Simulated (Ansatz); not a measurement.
Mulliken charges of GeH₆O₂Si, SMILES `[OH][GeH2][O][SiH3]` from PBE/def2-TZVPP in Ansatz (PBE0-D4/def2-TZVP geometry).

| atom | x (Å) | y (Å) | z (Å) | charge (e) |
| --- | --- | --- | --- | --- |
| O1 | -0.896 | 0.567 | -1.891 | -0.380 |
| Ge2 | -0.282 | 1.343 | -0.422 | 0.475 |
| O3 | -0.123 | 0.121 | 0.848 | -0.403 |
| Si4 | 0.659 | -1.314 | 0.954 | 0.360 |
| H5 | -1.801 | 0.260 | -1.807 | 0.180 |
| H6 | -1.277 | 2.368 | 0.135 | -0.017 |
| H7 | 1.099 | 1.878 | -0.809 | -0.006 |
| H8 | -0.167 | -2.412 | 0.385 | -0.074 |
| H9 | 0.917 | -1.594 | 2.389 | -0.065 |
| H10 | 1.955 | -1.268 | 0.221 | -0.070 |

By hand: the dipole of these point charges (1 e Å = 4.8032 D).

Σ q r = (0.000, 0.267, -0.002) e Å, of length 0.267 e Å = 1.28 D.

How does the dipole of the full density compare? (Estimate.)

Computed: (-0.186, 0.171, 0.011) e Å, 1.21 D; the point charges give 1.06 times that, at 47° from its direction.

Point charges leave out the atoms' own dipoles, such as those of lone pairs, and Mulliken's split depends on the basis, so the two needn't agree.
